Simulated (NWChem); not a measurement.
System: SiHSI, singlet; SMILES S[Si]I

NWChem input:

```
start job
memory heap 200 mb stack 900 mb global 1100 mb
geometry units angstroms noautoz
  Si     1.096702    -1.113319    -0.001045
  I     -0.110391     1.063987     0.001025
  S     -0.628397    -2.388705    -0.001670
  H      0.108111    -3.526601    -0.002354
end
basis spherical
  * library def2-svpd
end
ecp
  I library def2-ecp
end
dft
  xc xpbe96 cpbe96
  iterations 150
  vectors input atomic output neutral.movecs
end
task dft energy
charge 1
dft
  odft
  mult 2
  vectors input atomic output cation.movecs
end
task dft energy
charge -1
dft
  odft
  mult 2
  vectors input atomic output anion.movecs
end
task dft energy
```

NWChem printed, in part:

```
             Northwest Computational Chemistry Package (NWChem) 7.3.0
             --------------------------------------------------------

 CS  symmetry detected

                             Geometry "geometry" -> ""
                             -------------------------

 Output coordinates in angstroms (scale by  1.889725989 to convert to a.u.)

  No.       Tag          Charge          X              Y              Z
 ---- ---------------- ---------- -------------- -------------- --------------
    1 Si                  14.0000     1.09843469    -1.10564775     0.00000000
    2 I                   53.0000    -0.10166436     1.07552200     0.00000000
    3 S                   16.0000    -0.63074865    -2.37549080     0.00000000
    4 H                    1.0000     0.10210355    -3.51574484     0.00000000

 Effective nuclear repulsion energy (a.u.)     356.6928775653

      Symmetry information
      --------------------

 Group name             Cs
 Group number              2
 Group order               2
 No. of unique centers     4

 Summary of "ao basis" -> "ao basis" (spherical)
 ------------------------------------------------------------------------------
       Tag                 Description            Shells   Functions and Types
 ---------------- ------------------------------  ------  ---------------------
 Si                        def2-svpd                10       24   5s3p2d
 I                         def2-svpd                13       35   5s5p3d
 S                         def2-svpd                11       27   5s4p2d
 H                         def2-svpd                 4        8   2s2p

      Symmetry analysis of basis
      --------------------------

        a'         66
        a"         28

            General Information
            -------------------
          SCF calculation type: DFT
          Wavefunction type:  closed shell.
          No. of atoms     :     4
          No. of electrons :    56
           Alpha electrons :    28
            Beta electrons :    28
          Charge           :     0
          Spin multiplicity:     1
          Use of symmetry is: on ; symmetry adaption is: on
          Maximum number of iterations: 150
          AO basis - number of functions:    94
                     number of shells:    38
          Convergence on energy requested:  1.00D-06
          Convergence on density requested:  1.00D-05
          Convergence on gradient requested:  5.00D-04

              XC Information
              --------------
          PerdewBurkeErnzerhof Exchange Functional  1.000
            Perdew 1991 LDA Correlation Functional  1.000 local
           PerdewBurkeErnz. Correlation Functional  1.000 non-local

             Grid Information
             ----------------
          Grid used for XC integration:  medium
          Radial quadrature: Mura-Knowles
          Angular quadrature: Lebedev.
          Tag              B.-S. Rad. Rad. Pts. Rad. Cut. Ang. Pts.
          ---              ---------- --------- --------- ---------
          Si                  1.10       88          12.0       590
          I                   1.40      123          14.0       590
          S                   1.00       88          14.0       590
          H                   0.35       45          14.0       434
          Grid pruning is: on
          Number of quadrature shells:   344
          Spatial weights used:  Erf1

      Superposition of Atomic Density Guess
      -------------------------------------

 Sum of atomic energies:       -1033.71649605

      Non-variational initial energy
      ------------------------------

 Total energy =    -983.713211
 1-e energy   =   -1871.216818
 2-e energy   =     685.261649
 HOMO         =      -0.241091
 LUMO         =      -0.046860

      Symmetry analysis of molecular orbitals - initial
      -------------------------------------------------

  Numbering of irreducible representations:

     1 a'          2 a"

  Orbital symmetries:

     1 a'          2 a'          3 a'          4 a'          5 a'
     6 a'          7 a"          8 a'          9 a'         10 a'
    11 a"         12 a'         13 a'         14 a"         15 a'
    16 a'         17 a"         18 a'         19 a"         20 a'
    21 a'         22 a'         23 a'         24 a'         25 a"
    26 a'         27 a"         28 a'         29 a"         30 a'
    31 a'         32 a'         33 a'         34 a"         35 a'
    36 a'         37 a'         38 a"

   convergence    iter        energy       DeltaE   RMS-Dens  Diis-err
 ---------------- ----- ----------------- --------- --------- ---------
 d= 0,ls=0.0,diis     1   -985.4262593547 -1.19D+03  2.02D-02  4.27D-01
 d= 0,ls=0.0,diis     2   -985.1461588212  2.80D-01  1.60D-02  1.70D+00
 d= 0,ls=0.0,diis     3   -985.4784015020 -3.32D-01  4.29D-03  5.50D-02
 d= 0,ls=0.0,diis     4   -985.4892132798 -1.08D-02  1.55D-03  9.06D-03
 d= 0,ls=0.0,diis     5   -985.4904507440 -1.24D-03  6.47D-04  2.07D-03
  Resetting Diis
 d= 0,ls=0.0,diis     6   -985.4908287725 -3.78D-04  1.75D-04  1.95D-04
 d= 0,ls=0.0,diis     7   -985.4908742633 -4.55D-05  4.30D-05  1.61D-06
 d= 0,ls=0.0,diis     8   -985.4908738809  3.82D-07  2.67D-05  3.50D-06
 d= 0,ls=0.0,diis     9   -985.4908745492 -6.68D-07  7.06D-06  3.23D-07

         Total DFT energy =     -985.490874549160
      One electron energy =    -1872.386579053798
           Coulomb energy =      753.440553224663
    Exchange-Corr. energy =      -68.786806272427
 Nuclear repulsion energy =      202.241957552402

 Numeric. integr. density =       55.999995246228

                  Occupations of the irreducible representations
                  ----------------------------------------------

                     irrep           alpha         beta
                     --------     --------     --------
                     a'               21.0         21.0
                     a"                7.0          7.0

                       DFT Final Molecular Orbital Analysis
                       ------------------------------------

 Vector   26  Occ=2.000000D+00  E=-2.565855D-01  Symmetry=a'
              MO Center=  2.4D-01,  3.2D-01,  1.5D-14, r^2= 3.9D+00
   Bfn.  Coefficient  Atom+Function         Bfn.  Coefficient  Atom+Function
  ----- ------------  ---------------      ----- ------------  ---------------
    37      0.432312  2 I  py                40      0.335003  2 I  py
    36      0.304293  2 I  px                39      0.251432  2 I  px
     3      0.231078  1 Si s                 12      0.191320  1 Si px
    34     -0.172673  2 I  py                 9      0.159976  1 Si px
    31     -0.140128  2 I  py                 2      0.124807  1 Si s

 Vector   27  Occ=2.000000D+00  E=-2.487589D-01  Symmetry=a"
              MO Center= -2.0D-01,  5.2D-04, -2.3D-16, r^2= 4.5D+00
   Bfn.  Coefficient  Atom+Function         Bfn.  Coefficient  Atom+Function
  ----- ------------  ---------------      ----- ------------  ---------------
    38      0.518263  2 I  pz                41      0.434094  2 I  pz
    73     -0.343650  3 S  pz                70     -0.258884  3 S  pz
    35     -0.208461  2 I  pz                32     -0.168942  2 I  pz
    67     -0.145501  3 S  pz                76     -0.055458  3 S  pz
    16      0.048839  1 Si d -1              44      0.034974  2 I  pz

 Vector   28  Occ=2.000000D+00  E=-2.238832D-01  Symmetry=a'
              MO Center=  4.7D-01, -4.1D-01, -8.5D-15, r^2= 4.9D+00
   Bfn.  Coefficient  Atom+Function         Bfn.  Coefficient  Atom+Function
  ----- ------------  ---------------      ----- ------------  ---------------
    36      0.434647  2 I  px                39      0.379469  2 I  px
     3     -0.359270  1 Si s                  4     -0.282970  1 Si s
    71      0.254320  3 S  px                 9     -0.220638  1 Si px
     2     -0.203684  1 Si s                 12     -0.192454  1 Si px
    68      0.191884  3 S  px                33     -0.173615  2 I  px

 Vector   29  Occ=0.000000D+00  E=-1.289839D-01  Symmetry=a"
              MO Center=  7.6D-01, -1.0D+00, -2.1D-15, r^2= 3.8D+00
   Bfn.  Coefficient  Atom+Function         Bfn.  Coefficient  Atom+Function
  ----- ------------  ---------------      ----- ------------  ---------------
    14      0.602600  1 Si pz                11      0.427319  1 Si pz
    73     -0.285405  3 S  pz                41     -0.216978  2 I  pz
     8     -0.214308  1 Si pz                38     -0.207825  2 I  pz
    70     -0.195122  3 S  pz                67     -0.105765  3 S  pz
    35      0.081037  2 I  pz                32      0.065014  2 I  pz

 Vector   30  Occ=0.000000D+00  E=-6.264224D-02  Symmetry=a'
              MO Center=  6.0D-01, -4.5D-01,  3.4D-15, r^2= 6.3D+00
   Bfn.  Coefficient  Atom+Function         Bfn.  Coefficient  Atom+Function
  ----- ------------  ---------------      ----- ------------  ---------------
    13      0.512496  1 Si py                 4      0.444922  1 Si s
    40      0.362312  2 I  py                10      0.332874  1 Si py
     5     -0.321222  1 Si s                 12     -0.278630  1 Si px
    27     -0.270646  2 I  s                 37      0.264224  2 I  py
     3      0.260447  1 Si s                 28     -0.256116  2 I  s

 Vector   31  Occ=0.000000D+00  E=-3.326118D-02  Symmetry=a'
              MO Center= -2.2D-02, -2.7D+00, -1.3D-15, r^2= 6.5D+00
   Bfn.  Coefficient  Atom+Function         Bfn.  Coefficient  Atom+Function
  ----- ------------  ---------------      ----- ------------  ---------------
    64      0.530549  3 S  s                  5      0.459322  1 Si s
    28     -0.314708  2 I  s                 62     -0.315746  3 S  s
    75     -0.277848  3 S  py                87      0.266729  4 H  s
    63     -0.244578  3 S  s                 72      0.245122  3 S  py
    29      0.236883  2 I  s                  4     -0.201018  1 Si s

     Multipole analysis of the density
     ---------------------------------

[...]
```

Level: PBE/def2-SVPD with def2 effective core potentials on I, vertical spin-unrestricted ions. Low-valent species are run as closed-shell singlets; no triplet was tried in these runs. Geometry: optimised at PBE0/def2-SVP. def2 effective core potentials on I; no spin-orbit coupling.
